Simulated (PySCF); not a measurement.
**Computed structure and properties of Er(SH)3**

System: Er(SH)3 (singlet in the valence; each metal's 4f electrons, 11 of them, lie in its core potential, out of spins and levels); start: displaced along the imaginary mode (C3). Method: PySCF 2.14.0, RKS PBE0, Er lcecp-1-SVP with ECP57, S def2-SVP, H def2-SVP; non-relativistic Hamiltonian with scalar-relativistic core potentials where named; density fitting; no spin-orbit coupling.

Input of the relaxation:

```python
mol = gto.M(atom='''
Er    -0.00000     0.00000    -0.29460
S      2.44456     0.00696     0.45371
H      2.15103    -0.24998     1.77423
S     -1.22831     2.11357     0.45371
H     -0.85903     1.98784     1.77423
S     -1.21625    -2.12053     0.45371
H     -1.29200    -1.73786     1.77423''',
    basis={'Er': 'lcecp-1-SVP', 'S': 'def2-SVP', 'H': 'def2-SVP'},
    ecp={'Er': 'lcecp-1-SVP'},
    charge=0, spin=0)
mf = dft.RKS(mol, xc='PBE0')
mf.grids.atom_grid = (50, 194)  # f atoms: unpruned, at least (60, 302)
mf = mf.density_fit()  # fitting sets: Er AutoAux, S def2-universal-JKFIT, H def2-universal-JKFIT
mf.conv_tol = 1e-08; mf.max_cycle = 55
mf.kernel(dm0)  # dm0: converged density of the start geometry
# quasi-Newton relaxation in Cartesian coordinates to a largest gradient under 0.00045 Eh/bohr, steps kept in the point group
```

Run from Python with OMP_NUM_THREADS=2; the lines above give its settings. Where DIIS fails, smearing, a level shift and second-order steps follow.
It took 100 s on 2 threads of Arm Neoverse V1, with other jobs on the host, from the converged density of the start.

Course of the relaxation:

| step | energy above end (eV) | largest force component within the symmetry (eV/Å) |
| --- | --- | --- |
| 0 | 0.4242 | 0.583 |
| 1 | 0.3816 | 0.190 |
| 2 | 0.3287 | 0.564 |
| 3 | 0.2970 | 0.722 |
| 4 | 0.2125 | 0.163 |
| 5 | 0.1925 | 0.663 |
| 6 | 0.1579 | 0.149 |
| 7 | 0.1379 | 0.128 |
| 18 | 0.0131 | 0.076 |
| 19 | 0.0093 | 0.095 |
| 20 | 0.0034 | 0.066 |
| 21 | 0.0005 | 0.058 |
| 22 | 0.0001 | 0.012 |
| 23 | 0.0000 | 0.005 |
(The steps between are left out.)

Relaxed geometry (C3, nearly planar):

```xyz
7

Er    0.0000    0.0000    0.8576
S     2.5169    0.4237    0.9006
H     2.8352   -0.8928    0.9433
S    -1.6254    1.9679    0.9006
H    -0.6444    2.9018    0.9433
S    -0.8915   -2.3916    0.9006
H    -2.1908   -2.0090    0.9433
```

| contact | Å |
| --- | --- |
| Er1–S2 (SH) | 2.553 |
| Er1–S4 (SH) | 2.553 |
| Er1–S6 (SH) | 2.553 |

On the finer grid (75, 302):

The HOMO is -7.50 eV. The LUMO is -2.44 eV. The dipole about the centre of mass is 0.18 D and the set of Mulliken populations of Er1 outside the core potential is s 2.40, p 6.38, d 1.37, f 0.03. The D3(BJ) dispersion energy (not in the energies) is -0.179 eV.

```csv
atom,Mulliken (e),Löwdin (e),spin (e)
Er1,0.82,-0.09,0.00
S2,-0.39,0.00,0.00
H3,0.12,0.03,0.00
S4,-0.39,0.00,0.00
H5,0.12,0.03,0.00
S6,-0.39,0.00,0.00
H7,0.12,0.03,0.00
```

The 4f levels lie in the core potential and are missing. Their spin isn't counted.

On the grid (50, 194), as all that follows. Harmonic modes: a minimum within the noise of the softest modes; lowest 28 cm⁻¹ (negative: unstable), highest 2688 cm⁻¹, zero-point energy 0.677 eV.

Taking off one SH (charge -1, singlet; the rest: singlet) in vacuum, both parts rigid, costs 9.27 eV; the small basis without counterpoise inflates it. Most of it is the attraction of opposite charges; other ways to part are cheaper, and one spin state was tried for the rest.

Rigid scan of SH along the line from its metal:

```csv
distance to S2 (Å),energy (eV)
2.25,0.660
2.35,0.258
2.45,0.057
2.55,0.000
2.65,0.045
2.75,0.161
2.95,0.522
3.25,1.194
3.65,2.078
4.15,2.992
```

One start shape was tried, so this needn't be the lowest isomer.

An lcecp potential fixes the number of 4f electrons, so in runs with it no electron can move into or out of that shell.
